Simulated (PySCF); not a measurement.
## Energy of Pt- (platinum, charge -1) between two integer charges

The 6s beta orbital of [Xe] 4f14 5d9 6s2 is emptied in steps (occupation f), with all orbitals relaxed, ending at [Xe] 4f14 5d9 6s1. All numbers are calculated (PySCF 2.14, scalar relativity through the core potential, in aug-cc-pVDZ-PP with ECP60MDF). The exact energy is a straight line in f; departures are measured from the line between the end points of the same method.

```tsv
f	TPSS (eV)
1	0.000
0.8	-0.421
0.6	-0.641
0.4	-0.648
0.2	-0.457
0	0.000
```

| method | E(f=0) − E(f=1) (eV) | −ε at f=1 (eV) | −ε at f=0.4 (eV) |
| --- | --- | --- | --- |
| TPSS | 1.960 | -0.626 | 2.483 |

Orbital energy along the path (eV):

| f | TPSS |
| --- | --- |
| 1 | 0.626 |
| 0.8 | -0.346 |
| 0.6 | -1.381 |
| 0.4 | -2.483 |
| 0.2 | -3.689 |
| 0 | -4.822 |

At f = 1 the orbital energy is positive for TPSS: only the finite basis holds the electron.

Reference removal energy between the ground levels: 2.125 eV (measured; photodetachment measurements, as compiled on the Wikipedia data page of electron affinities). The calculation has no spin-orbit coupling.
